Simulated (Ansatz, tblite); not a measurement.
Forces on (H3Ge)2S (Ge₂H₆S) at its B3LYP-D4/def2-SVP geometry. Charge 0, multiplicity 1.

The xTB rows come from tblite.

GFN1-xTB (tblite), largest force 0.95 eV/Å:

```xyz
9
positions Å, forces eV/Å
Ge    1.316    0.416    1.020    0.010    0.146    0.001
H     2.171   -0.493    0.113   -0.445    0.475    0.613
H     2.174    1.538    1.629   -0.493   -0.740   -0.347
H     0.664   -0.435    2.129    0.472    0.441   -0.619
S    -0.264    1.460   -0.193    0.156   -0.859    0.114
Ge   -1.331   -0.335   -1.030   -0.060    0.128   -0.037
H    -0.374   -1.161   -1.915   -0.624    0.393    0.506
H    -1.865   -1.221    0.114    0.284    0.427   -0.733
H    -2.491    0.231   -1.867    0.699   -0.412    0.502
```

GFN2-xTB (tblite), largest force 0.58 eV/Å:

```
Ge -0.127 0.122 -0.106
H -0.227 0.248 0.327
H -0.273 -0.405 -0.190
H 0.252 0.229 -0.322
S 0.103 -0.571 0.075
Ge 0.072 0.181 0.066
H -0.331 0.202 0.264
H 0.144 0.220 -0.388
H 0.386 -0.225 0.275
```

PBE-D4/def2-TZVP (Ansatz), largest force 0.18 eV/Å:

```
Ge -0.139 0.055 -0.108
H 0.042 -0.046 -0.061
H 0.042 0.068 0.030
H -0.048 -0.044 0.058
S 0.022 -0.118 0.016
Ge 0.107 0.125 0.084
H 0.063 -0.038 -0.047
H -0.026 -0.041 0.073
H -0.061 0.039 -0.044
```
